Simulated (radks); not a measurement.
Tl79+, configuration [He].

Method: Dirac Kohn-Sham, PBE, spin-unpolarised, spherical densities, finite nucleus; Fermi nuclear charge, rms radius 5.4759 fm; computed with a radial shooting solver on a logarithmic mesh with Libxc functionals.

Energy parts (hartree):
| part | energy |
|---|---|
| total | -7199.8534 |
| kinetic | 8895.9344 |
| electron-nucleus | -16154.6495 |
| Hartree | 117.4299 |
| exchange-correlation | -58.5683 |

Orbitals (lengths in bohr, moments of r in powers of bohr; <r^-3> diverges for s and p1/2; r(max) is where P^2 peaks):
| orbital | occ. | eigenvalue (hartree) | <1/r> | <r^2> | <r^-3> | r(max) | small-component weight |
|---|---|---|---|---|---|---|---|
| 1s1/2 | 2 | -3549.105 | 99.74 | 0.0003648 | - | 0.01001 | 9.58e-02 |
| 2s1/2 | 0 | -897.1157 | 25.97 | 0.005017 | - | 0.05652 | 2.41e-02 |
| 2p1/2 | 0 | -891.4499 | 25.85 | 0.003443 | - | 0.04093 | 2.40e-02 |
| 2p3/2 | 0 | -804.4285 | 20.83 | 0.004433 | 25750 | 0.04800 | 2.16e-02 |

The highest occupied level is 1s1/2 at -96576 eV. The density falls to 0.001 e/bohr^3 at r = 0.12 bohr. The electron density at the nucleus is 2.092e+06 e/bohr^3.
